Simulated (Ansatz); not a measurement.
Consider the ligand exchange at the Si–O bond: `C=C(F)O[SiH3]` + `[OH][GeH2][O][SiH3]` → `[SiH3][O][GeH2][O][SiH3]` + `C=C(O)F`.

Calculated with Ansatz (gas phase, PBE0-D4/def2-TZVP geometries, no zero-point term in ΔE). CBS: MP2 limit from def2 TZ/QZ plus the TZ coupled-cluster correction, frozen cores. DFT in def2-TZVPP. B3LYP here is the variant with VWN-RPA as its local correlation; programs differ in this. For Ge outer-core shells are correlated without core-valence functions, which leaves a few kJ/mol of doubt a bond. Scalar relativity is left out up to krypton. Each species was taken in one conformer, which may not be the lowest.

(1) Is it downhill or uphill in electronic energy at CCSD(T)/CBS, and by how much? (Estimate.)

(2) What do these levels give: r2SCAN-D4, B3LYP-D4, PBE0, B3LYP, MP2/def2-TZVPP, CCSD/def2-TZVPP, CCSD(T)/def2-TZVPP, HF/def2-QZVPP, MP2/def2-QZVPP, SCS-MP2/def2-QZVPP, HF/CBS(def2), CCSD/CBS(def2)? (An estimate is asked.)

Largest T1 diagnostic among the species: 0.012.

Answers

(1) Computed: Downhill: ΔE = -15.9 kJ/mol.

(2) Computed: r2SCAN-D4 -14.4, B3LYP-D4 -15.9, PBE0 -14.1, B3LYP -12.3, MP2/def2-TZVPP -14.4, CCSD/def2-TZVPP -15.9, CCSD(T)/def2-TZVPP -15.2, HF/def2-QZVPP -19.6, MP2/def2-QZVPP -15.1, SCS-MP2/def2-QZVPP -15.5, HF/CBS(def2) -19.7, CCSD/CBS(def2) -16.5 kJ/mol.

The D4 term adds −3.6 kJ/mol with B3LYP and −2.3 kJ/mol with PBE0; it sums over pairs of atoms, weighted by their polarisabilities, and B3LYP, whose exchange is more repulsive, gets the larger term. In def2-TZVPP, CCSD(T) changes the Hartree–Fock value by +3.5 kJ/mol (the triples alone add +0.7 kJ/mol) and MP2 by +4.3 kJ/mol.
